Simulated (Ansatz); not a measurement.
# Relative stability

The two ends of one reaction step of Si$_{4}$H$_{11}$ClO$_{4}$, singlet (PBE0-D4/def2-TZVP).

A:

Si1  (-0.289, -0.539, -0.433)
O2  (-0.328, 0.802, -1.302)
Si3  (0.328, 2.216, -1.811)
O4  (-0.359, -0.272, 1.146)
Si5  (0.232, 0.378, 2.532)
O6  (-1.529, -1.460, -0.874)
Si7  (-2.311, -2.886, -0.662)
Cl8  (1.438, -1.582, -0.856)
H9  (2.870, 1.913, 0.675)
O10  (2.233, 1.254, 0.390)
H11  (-0.578, 2.739, -2.865)
H12  (1.670, 1.995, -2.400)
H13  (0.395, 3.201, -0.705)
H14  (0.298, 1.856, 2.445)
H15  (1.562, -0.192, 2.857)
H16  (-0.724, 0.001, 3.604)
H17  (-3.573, -2.828, -1.436)
H18  (-1.466, -4.002, -1.155)
H19  (-2.612, -3.093, 0.778)
H20  (2.741, 0.501, 0.074)
(Å)

B:

Si1  (0.736, -1.331, 0.663)
O2  (0.918, 1.739, -0.454)
Si3  (-0.306, 2.010, -1.520)
O4  (0.647, -0.422, 1.976)
Si5  (0.220, 1.022, 2.647)
O6  (-0.611, -1.224, -0.201)
Si7  (-1.585, -1.883, -1.352)
Cl8  (1.073, -3.254, 1.252)
H9  (1.496, 0.983, -0.621)
O10  (1.965, -0.870, -0.322)
H11  (-0.359, 0.933, -2.548)
H12  (-0.106, 3.315, -2.203)
H13  (-1.597, 2.050, -0.788)
H14  (-0.970, 1.581, 1.963)
H15  (1.363, 1.961, 2.579)
H16  (-0.109, 0.745, 4.067)
H17  (-2.686, -0.926, -1.604)
H18  (-0.812, -2.113, -2.597)
H19  (-2.128, -3.170, -0.854)
H20  (2.851, -1.146, -0.082)
(Å)

Ansatz 0.2.0; basis: def2-TZVPP; cores frozen in the correlated methods. B3LYP uses VWN-RPA correlation.

**Question.** Which structure is lower at CCSD(T), and by how much? (An estimate is asked for; the value comes from the calculation.)

**Answer.** By the calculation: A, by 17.4 kJ/mol (electronic energy, against the other). By their contacts, A is a complex of Si₄H₉ClO₃ ([SiH3][O][Si]([Cl])([O][SiH3])[O][SiH3]) + H₂O and B is a complex of Si₃H₇ClO₃ ([OH][Si]([Cl])([O][SiH3])[O][SiH3]) + SiH₄O ([OH][SiH3]).

All methods give the same order:

```csv
method,E(B) − E(A) (kJ/mol)
SPW92,9.2
PBE-D4,10.6
BLYP-D4,13.5
r2SCAN-D4,15.5
B97M-V,18.4
PBE0-D4,14.3
B3LYP-D4,16.0
r2SCAN0-D4,17.6
BHLYP-D4,20.5
CAM-B3LYP-D4,16.3
wB97X-V,16.6
wB97M-V,17.3
B2PLYP,17.6
PBE-QIDH,17.9
RPA on PBE,16.8
HF,26.0
MP2,18.2
CCSD,19.1
CCSD(T),17.4
```

The T1 diagnostic stays at or below 0.012.

Labels in which every atom is bracketed show which atoms are joined, not bond orders.

For scale, one of the runs: CCSD(T)/def2-TZVPP, 488 basis functions, launched by `ansatz run in.yaml --threads 4 --pin off --events-out ev --progress --plain --max-ram 66560MiB --backend cuda --devices 0, --max-vram 37GiB`. Time: 66 s of wall clock on 4 CPU threads of an AMD EPYC 7R13 and a share of one NVIDIA H100; the host was shared. Peak host memory: 1.3 GiB.
